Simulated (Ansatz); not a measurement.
C2BrCl2F, SMILES FC(Br)=C(Cl)Cl.

Geometry optimised at PBE0-D3(BJ)/def2-SVP.

Two levels are set side by side: PBE/def2-SVPD (Ansatz, a first-principles code) and PBE0/def2-SVPD (Ansatz). Energy differences of separate SCF runs at the same geometry; the states with an electron removed or added have multiplicity 2 and 2. Differences are taken from unrounded values.

```tsv
quantity	PBE0
vertical ionisation energy (eV)	9.38
vertical singlet–triplet gap (eV)	3.67
```

**Question.** What does PBE give, and how far is it from PBE0? (An estimate is asked for; the answer gives what the named calculation found.)

**Answer.** 
| quantity | PBE | PBE minus PBE0 |
|---|---|---|
| vertical ionisation energy (eV) | 9.05 | -0.32 |
| vertical singlet–triplet gap (eV) | 3.73 | 0.05 |
